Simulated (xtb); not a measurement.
Si(H)(Cl)(Me)(NH2) (CH6ClNSi), SMILES C[SiH](N)Cl. All values are semi-empirical tight-binding results from xtb (GFN2-xTB unless named), good for trends rather than for accurate numbers. The structure is a stationary point at GFN2-xTB. One conformer was computed; it need not be the lowest.

Optimised geometry:

Bonds (Å): Si1–C2 1.894, Si1–N3 1.720, Si1–Cl4 2.022, Si1–H5 1.468, C2–H6 1.085, C2–H7 1.086, C2–H8 1.086, N3–H9 1.006, N3–H10 1.007. Bond angles (°): C2–Si1–N3 107.4, C2–Si1–Cl4 111.2, C2–Si1–H5 110.9, N3–Si1–Cl4 105.0, N3–Si1–H5 115.9, Cl4–Si1–H5 106.3, Si1–C2–H6 111.1, Si1–C2–H7 111.4, Si1–C2–H8 111.2, H6–C2–H7 107.7, H6–C2–H8 107.5, H7–C2–H8 107.7, Si1–N3–H9 120.1, Si1–N3–H10 120.0, H9–N3–H10 110.6.

| Quantity | Value |
|---|---|
| orbital gap | 6.37 eV |
| dipole moment | 3.11 D |
| zero-point energy | 45.0 kcal/mol |
| G − E(el) at 298.15 K (modified RRHO) | 25.8 kcal/mol |
| static polarisability (D4 model) | 65.7 bohr³ |
| solvation energy, GFN2-xTB/ALPB(water) | -3.7 kcal/mol |
| solvation energy, GFN2-xTB/ALPB(thf) | -6.2 kcal/mol |

Computed atomic charges and the Wiberg bond orders between heavy atoms:
charges (e) Si1 0.52, C2 -0.20, N3 -0.39, Cl4 -0.28, H5 -0.07, H6 0.02, H7 0.04, H8 0.03, H9 0.16, H10 0.16. Bond orders Si1–C2 0.89, Si1–N3 1.18, Si1–Cl4 1.03.
